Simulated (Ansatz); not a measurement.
Job for Ansatz (a quantum-chemistry and plane-wave program): FCI/cc-pV(D+d)Z on HSi (SMILES [SiH]), 2S+1 = 2, a spin state set in the input, which need not be the lowest, at the other state's geometry. Files ending in .json are basis or fitting sets from the Basis Set Exchange.

Ansatz 0.2 input:
```yaml
crystal:
  periodic: [false, false, false]
  atoms:
    - {symbol: Si, position_ang: [-0.00000000, -0.00000000, -0.10039290]}
    - {symbol: H, position_ang: [0.00000000, 0.00000000, 1.40550060]}
basis:
  gaussian:
    orbitals: cc-pV_D+d_Z.json
magnetization: {spin_polarized: false, initial_magnetization: 1}
correlation: {method: fci, electrons: outside_noble_gas}
```

Predict the final total energy.

-289.5233 hartree.
